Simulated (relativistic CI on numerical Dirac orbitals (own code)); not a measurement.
# Energy levels of Gd42+

Method of calculation: Dirac-Coulomb-Breit CI, KLI orbitals optimised for each configuration, model QED, unscaled Slater integrals (own radial code, finite nucleus).

CI space (outside the closed core [Ne]): 3s²3p⁶3d⁴, 3s²3p⁵3d⁵, 3s3p⁶3d⁵, 3s²3p⁶3d³4s, 3s²3p⁶3d³4p, 3s²3p⁶3d³4d, 3s²3p⁵3d⁴4s, 3s²3p⁶3d³4f, 3s²3p⁵3d⁴4p, 3s3p⁶3d⁴4s, 3p⁶3d⁵4p, 3s3p⁶3d⁴4p, 3s²3p⁶3d²4s4p, 3s²3p⁶3d³5s, 3s²3p⁶3d³5p, 3s3p⁶3d⁴4d, 3s²3p⁶3d³5d, 3s²3p⁶3d³5g, 3s²3p⁶3d³6s, 3p⁶3d⁶, 3p⁵3d⁷, 3p⁵3d⁶4s, 3p⁶3d⁵4s, 3p⁵3d⁵4s², 3s²3p⁶3d²4s², 3s²3p⁶3d4s²4p, 3s²3p⁶3d4s²4d, 3s²3p⁶3d²4p², 3s²3p⁶3d4s4p², 3s²3p⁶3d4p³, 3s²3p⁶3d4p²4d, 3s²3p⁵3d²4s4p², 3s²3p⁶3d²4s4d, 3s²3p⁶3d4s4p4d, 3s²3p⁶3d4s4d², 3s²3p⁵3d²4s²4d, 3s3p⁶3d³4s², 3s3p⁶3d²4s²4p, 3s3p⁶3d²4s²4d. Double excitations out of closed p, d and f shells are left out; levels of such configurations are missing from the list, as are those of other unlisted configurations, and high levels can miss mixing partners. These lack a partner that the ground configuration has and come out too high: 3s²3p⁵3d⁴4p.

The lowest level is 3s²3p⁶3d⁴ ³P0, with 57 % of that term; Hund's rules for 3s²3p⁶3d⁴ give ⁵D with J = 0, of which the calculation keeps J, while another term leads.

```csv
No.,Configuration,Term,J,E (cm⁻¹),%,Landé g,Lifetime (s)
1,3s²3p⁶3d⁴,³P,0,0,57,,
2,3s²3p⁶3d⁴,⁵D,1,229076,63,1.493,3.11e-06
3,3s²3p⁶3d⁴,³F,4,314011,30,1.086,
4,3s²3p⁶3d⁴,⁵D,2,318805,51,1.273,5.99e-05
5,3s²3p⁶3d⁴,⁵D,3,346670,30,1.177,1.33e-03
6,3s²3p⁶3d⁴,⁵D,0,522632,64,,9.78e-07
7,3s²3p⁶3d⁴,⁵D,2,540056,38,1.161,1.57e-06
8,3s²3p⁶3d⁴,⁵D,4,540079,40,1.152,2.99e-06
9,3s²3p⁶3d⁴,⁵D,3,555889,45,1.126,2.90e-06
10,3s²3p⁶3d⁴,³H,5,583986,68,1.078,5.57e-06
11,3s²3p⁶3d⁴,³H,6,604028,51,1.077,1.43e-02
12,3s²3p⁶3d⁴,³P,1,611493,46,1.141,2.29e-06
13,3s²3p⁶3d⁴,³G,4,640557,58,1.028,1.35e-05
14,3s²3p⁶3d⁴,³F,3,644940,44,1.102,3.64e-06
15,3s²3p⁶3d⁴,³D,2,653513,36,1.102,9.09e-06
16,3s²3p⁶3d⁴,³F,2,739984,45,0.998,1.58e-06
17,3s²3p⁶3d⁴,³F,4,766016,60,1.215,3.76e-06
18,3s²3p⁶3d⁴,¹G,4,850397,29,1.118,1.28e-06
19,3s²3p⁶3d⁴,³F,3,851075,46,1.152,1.02e-06
20,3s²3p⁶3d⁴,³P,2,851741,45,1.209,1.46e-05
21,3s²3p⁶3d⁴,³G,5,886608,68,1.139,2.15e-06
22,3s²3p⁶3d⁴,³D,1,887554,59,0.906,7.81e-07
23,3s²3p⁶3d⁴,¹I,6,892732,51,1.073,2.46e-06
24,3s²3p⁶3d⁴,³P,0,916159,59,,2.11e-06
25,3s²3p⁶3d⁴,³F,2,951214,51,1.044,1.16e-06
26,3s²3p⁶3d⁴,¹F,3,963320,37,1.088,1.65e-06
27,3s²3p⁶3d⁴,¹S,0,1049415,71,,2.88e-06
28,3s²3p⁶3d⁴,³F,3,1064153,67,1.057,2.00e-06
29,3s²3p⁶3d⁴,³P,1,1069774,92,1.430,1.26e-06
30,3s²3p⁶3d⁴,¹G,4,1073606,72,1.038,1.41e-06
31,3s²3p⁶3d⁴,¹D,2,1102248,66,1.103,1.68e-06
32,3s²3p⁶3d⁴,³F,4,1198236,49,1.155,7.36e-07
33,3s²3p⁶3d⁴,¹D,2,1286799,45,1.046,7.13e-07
34,3s²3p⁶3d⁴,¹S,0,1472731,57,,5.02e-07
35,3s²3p⁵3d⁵,⁵D°,4,2216833,35,1.452,2.40e-10
36,3s²3p⁵3d⁵,³P°,2,2276855,24,1.368,1.71e-10
37,3s²3p⁵3d⁵,⁵P°,3,2325519,29,1.439,2.32e-10
38,3s²3p⁵3d⁵,⁷P°,4,2434411,40,1.364,1.11e-10
39,3s²3p⁵3d⁵,³F°,3,2483231,19,1.316,1.05e-10
40,3s²3p⁵3d⁵,⁵F°,5,2508665,36,1.266,1.04e-10
41,3s²3p⁵3d⁵,⁵G°,6,2513368,44,1.217,1.76e-10
42,3s²3p⁵3d⁵,³F°,2,2517685,25,1.113,3.14e-11
43,3s²3p⁵3d⁵,⁵P°,1,2523054,51,1.842,5.86e-11
44,3s²3p⁵3d⁵,⁵D°,3,2550240,32,1.290,2.76e-11
45,3s²3p⁵3d⁵,³F°,4,2551637,37,1.150,8.40e-11
```

Energies count from the lowest computed level; ° marks odd parity; lifetimes are radiative, by E1, M1, E2, M2, E3 decay to levels of this space only; some are left blank where a channel outside the calculation adds to the decay or the decay crosses a small, uncertain gap.

The mean weight of the leading LS term, summed over parents, in these 45 levels is 48 %, and that of the leading jj configuration (from the same eigenvectors) 88 %, so jj coupling describes them better and the LS labels are nominal.

At this charge energies of transitions that change n are usually good to better than 1 %, and those within a shell (Δn = 0) to a few per cent.

LS names give the leading component of a level, which can be under half, so a name can repeat, a term be missing and a line seem to break the LS rules.
